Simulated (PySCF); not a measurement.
`[SiH3][AsH][Si@@H]1C[C@H](C)O1`, C$_{3}$H$_{11}$AsOSi$_{2}$

Molfile (atoms numbered from 1):
```
C3H11AsOSi2
     RDKit          3D

 18 18  0  0  0  0  0  0  0  0999 V2000
   -2.7252    0.6942    0.1486 C   0  0  0  0  0  0  0  0  0  0  0  0
   -1.8845   -0.5661    0.1453 C   0  0  1  0  0  0  0  0  0  0  0  0
   -0.9576   -0.7078   -1.0629 C   0  0  0  0  0  0  0  0  0  0  0  0
    0.4239   -0.6768    0.2573 Si  0  0  1  0  0  4  0  0  0  0  0  0
    1.7926    1.1596    0.5473 As  0  0  0  0  0  3  0  0  0  0  0  0
    3.5434    0.3114   -0.7219 Si  0  0  0  0  0  4  0  0  0  0  0  0
   -0.9267   -0.5191    1.2073 O   0  0  0  0  0  0  0  0  0  0  0  0
   -3.2599    0.7863    1.0909 H   0  0  0  0  0  0  0  0  0  0  0  0
   -2.0756    1.5610    0.0322 H   0  0  0  0  0  0  0  0  0  0  0  0
   -3.4420    0.6676   -0.6688 H   0  0  0  0  0  0  0  0  0  0  0  0
   -2.5147   -1.4481    0.2994 H   0  0  0  0  0  0  0  0  0  0  0  0
   -1.0192    0.1400   -1.7409 H   0  0  0  0  0  0  0  0  0  0  0  0
   -1.1106   -1.6221   -1.6263 H   0  0  0  0  0  0  0  0  0  0  0  0
    1.0219   -2.0128    0.4333 H   0  0  0  0  0  0  0  0  0  0  0  0
    1.2106    1.8952   -0.6372 H   0  0  0  0  0  0  0  0  0  0  0  0
    4.1693   -0.8054   -0.0013 H   0  0  0  0  0  0  0  0  0  0  0  0
    3.1712   -0.1894   -2.0523 H   0  0  0  0  0  0  0  0  0  0  0  0
    4.5743    1.3387   -0.9264 H   0  0  0  0  0  0  0  0  0  0  0  0
  1  2  1  0
  2  3  1  0
  3  4  1  0
  4  5  1  0
  5  6  1  0
  4  7  1  0
  7  2  1  0
  1  8  1  0
  1  9  1  0
  1 10  1  0
  2 11  1  1
  3 12  1  0
  3 13  1  0
  4 14  1  1
  5 15  1  0
  6 16  1  0
  6 17  1  0
  6 18  1  0
M  END
```

Method used: PySCF, TDDFT BHandHLYP/def2-SVPD circular dichroism and optical rotation, one conformer, gas phase. Geometry: GFN2-xTB.

The molecule is flexible and this is one conformer; a measurement averages over conformers. The calculation is non-relativistic, which matters for the atoms heavier than Zn.

(1) Draw the ECD and absorption spectra from the lowest 16 states, each a Gaussian of half-width 0.35 eV at 1/e height.

Results:

(1) 
```
E (eV)  λ (nm)  Δε (L mol⁻¹ cm⁻¹)  ε (L mol⁻¹ cm⁻¹)
  5.52     224              -2.10               143
  5.62     220              -4.16               341
  5.72     217              -6.81               719
  5.82     213              -9.06              1340
  5.92     209              -9.51              2190
  6.02     206              -7.54              3190
  6.12     202              -4.53              4140
  6.22     199              -3.90              4880
  6.32     196              -9.10              5440
  6.42     193             -21.01              6040
  6.52     190             -36.49              6960
  6.62     187             -49.64              8240
  6.72     184             -55.10              9600
  6.82     182             -51.05             10500
  6.92     179             -39.96             10700
  7.02     177             -26.57             10000
  7.12     174             -14.82              9070
  7.22     172              -6.11              8710
  7.32     169              +0.21              9730
  7.42     167              +5.22             12500
  7.52     165              +9.33             16600
  7.62     163             +12.63             21000
  7.72     161             +15.61             24200
  7.82     158             +19.19             25000
  7.92     156             +23.86             23300
  8.02     155             +28.87             19700
```
Δε uses R in velocity form, ε uses f in length form. Only the states computed contribute, so the short-wavelength end is incomplete.
